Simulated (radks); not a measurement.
Q: Pm, 61 electrons, occupied as [Xe] 4f5 6s2. Method: Dirac Kohn-Sham, LDA (Slater exchange, Perdew-Wang correlation), spin-unpolarised, spherical densities, finite nucleus; open shells are shared between the two j in proportion to 2j + 1; Fermi nuclear charge, rms radius 4.962 fm; computed with a radial shooting solver on a logarithmic mesh with Libxc functionals. Some entries of the table are withheld. Estimate them.

orbital     occ.  eigenvalue (eV)  <r^2> (bohr^2)
1s1/2          2        -44930.28       0.0007328
2s1/2          2              (1)             (2)
2p1/2          2        -6919.287        0.008396
2p3/2          4        -6359.752        0.009643
3s1/2          2        -1592.030         0.07765
3p1/2          2        -1427.004         0.07267
3p3/2          4        -1314.548         0.07998
3d3/2          4        -1026.463             (3)
3d5/2          6        -1002.065             (4)
4s1/2          2        -316.0563          0.3975
4p1/2          2        -253.2688             (5)
4p3/2          4        -228.5662             (6)
4d3/2          4        -125.0755          0.5415
4d5/2          6        -120.6863          0.5579
5s1/2          2         -41.9236           2.335
5p1/2          2         -25.0782           3.023
5p3/2          4         -21.7611           3.400
6s1/2          2          -3.6778           21.19
4f5/2    2.14286              (7)           1.575
4f7/2    2.85714              (8)           1.668

A: 
(1) 2s1/2 eigenvalue (eV): -7303.074
(2) 2s1/2 <r^2> (bohr^2): 0.01152
(3) 3d3/2 <r^2> (bohr^2): 0.06455
(4) 3d5/2 <r^2> (bohr^2): 0.06660
(5) 4p1/2 <r^2> (bohr^2): 0.4212
(6) 4p3/2 <r^2> (bohr^2): 0.4620
(7) 4f5/2 eigenvalue (eV): -2.6117
(8) 4f7/2 eigenvalue (eV): -2.1403
